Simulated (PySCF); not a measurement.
# Two-component Hartree-Fock for Zr²⁴⁺ (zirconium, charge +24)

Start: [Ne] 3s2 3p4; 3p1/2 filled at m_j = -1/2, +1/2; 3p3/2 filled at m_j = +1/2, +3/2. Calculated with PySCF 2.14 in an uncontracted even-tempered set (19 s from 3.2 bohr⁻², ratio 2.4; 13 p from 4.2 bohr⁻², ratio 2.4; 5 d from 17 bohr⁻², ratio 2.6; 4 f from 26 bohr⁻², ratio 2.6): generalised Hartree-Fock with the X2C-1e Hamiltonian and a Gaussian nucleus; one run each with spin-orbit coupling (SO) switched off, then screened by Boettger's factors.

```csv
spinor shell,electrons,"ε, spin-free (eV)","ε, screened SO (eV)",weight of nominal j (screened SO),"rms radius, screened SO (bohr)"
1s1/2,2,-19177.3,-19175.7,1.000,0.0426
2s1/2,2,-3625.9,-3625.1,1.000,0.173
2p1/2,2,-3345.7,-3407.6,1.000,0.151
3s1/2,2,-1302.3,-1302.0,1.000,0.432
3p1/2,2,-1214.5,-1225.6,0.938,0.421
3p3/2,2,-1214.5,-1208.2,0.950,0.427
```

(1) Where does 2p3/2 lie, and what is the 2p spin-orbit splitting (screened SO)?

```tsv
quantity	spin-free	screened SO
E (hartree)	-3223.07784	-3223.81703
M_J	2	2
⟨J²⟩	6.001	6.004
⟨L²⟩	2.001	2.801
⟨S²⟩	2.000	1.605
```

Each row is a mean over spinors that exchange with the open shell spreads, by up to 21.379 eV (3s1/2).

Breit and QED terms are absent; they matter most for the inner s and p1/2 levels.

Densities and radii are taken from the X2C orbitals without a picture-change correction, which distorts them close to the nucleus.

Without spin-orbit coupling the j labels of p, d and f shells carry no meaning; the spin-free column gives the mean over the occupied spinors of each nl shell.

## Answers

(1) At -3315.6 eV, 91.957 eV above 2p1/2.
